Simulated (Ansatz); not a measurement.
`[F][GeH]([F])[Cl]` + CH₃NH₂ → `C[NH][GeH]([F])[F]` + HCl at 600 K and 1 bar (ligand exchange at a Ge–Cl bond).

Calculated with Ansatz (gas phase, PBE0-D4/def2-TZVP geometries, no zero-point term in ΔE). CBS: MP2 limit from def2 TZ/QZ plus the TZ coupled-cluster correction, frozen cores. This one scheme is used for every species. For Ge outer-core shells are correlated without core-valence functions, which leaves a few kJ/mol of doubt a bond. Scalar relativity is left out up to krypton. Each species was taken in one conformer, which may not be the lowest.

```tsv
species	CCSD(T)/CBS energy (Eh)	H − E (kJ/mol)	S (J/(mol·K))
`[F][GeH]([F])[Cl]`	-2736.19042	79.1	374.4
CH₃NH₂	-95.75281	199.3	283.8
`C[NH][GeH]([F])[F]`	-2371.54669	237.7	445.6
HCl	-460.38127	35.4	207.2
```

H − E and S are ideal-gas, rigid-rotor, harmonic terms from PBE0-D4/def2-TZVP, for one conformer and one mirror image of each species. 1 Eh = 2625.50 kJ/mol, R = 8.31446 J/(mol·K).

By hand: ΔE, ΔH, ΔS and ΔG.

ΔE = (-2371.54669) + (-460.38127) − (-2736.19042) − (-95.75281) = 0.01527 Eh = 40.1 kJ/mol. Δ(H − E) = 237.7 + 35.4 − 79.1 − 199.3 = -5.3, so ΔH = 34.8 kJ/mol. ΔS = 445.6 + 207.2 − 374.4 − 283.8 = -5.4 J/(mol·K). ΔG = 34.8 − 600 × (-5.4)/1000 = 38.0 kJ/mol.

By hand: the equilibrium constant, and the temperature at which ΔG would vanish if ΔH and ΔS stayed fixed.

log₁₀ K = −ΔG/(RT ln 10) = -3.3. ΔH and −TΔS have one sign here, so there is no such temperature.

The number of gas molecules stays the same, so ΔS is small and ΔH decides. A doubt of 5 kJ/mol in ΔE shifts log₁₀ K by 0.4 here. Other conformers and mirror images would add mixing entropy, several J/(mol·K) or more a flexible species. These are equilibria of isolated gas molecules and say nothing of rates. Largest T1 diagnostic: 0.012 (customary marks: 0.02 for closed shells, 0.045 for open ones).

ΔS is within the doubt of such terms, so its sign, and with it that verdict, could turn.
